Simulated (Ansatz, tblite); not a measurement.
Adding an electron: Mg4⁺. The state is a doublet with charge 1. Geometry: PBE0/def2-TZVP. Ansatz, gas phase; energy differences of separate SCF runs; the reduced species is a singlet (the triplet lies 0.93 eV higher at PBE0/def2-TZVP).

Cartesian coordinates in Å:
```
Mg -0.472 1.155 1.543
Mg 1.720 -0.732 0.667
Mg 0.533 0.385 -1.873
Mg -1.781 -0.808 -0.337
```

The xTB rows come from tblite. The structure comes from a short search, and lower isomers may exist.

(1) Estimate orbital energies and vertical electron affinities at: GFN1-xTB; GFN2-xTB; PBE/def2-TZVP; r2SCAN/def2-TZVP; PBE0/def2-TZVP.

Answers

(1) 
| level | −HOMO (eV) | −LUMO (eV) | vertical EA (eV) | HOMO–LUMO gap (eV) |
| --- | --- | --- | --- | --- |
| GFN1-xTB | – | – | 12.30 | – |
| GFN2-xTB | – | – | 6.99 | – |
| PBE/def2-TZVP | 8.14 | 7.48 | 5.65 | 0.66 |
| r2SCAN/def2-TZVP | 8.35 | 7.06 | 5.52 | 1.29 |
| PBE0/def2-TZVP | 8.70 | 6.85 | 5.60 | 1.85 |

  HOMO and LUMO are the levels of the spin that leaves or enters (xTB has no such levels and no spin-polarisation term). Other spin states of the ions may lie lower, which would lower the ionisation energy or raise the affinity. Raw xTB energy differences between charge states are shifted by several eV; the methods need an empirical correction for them.
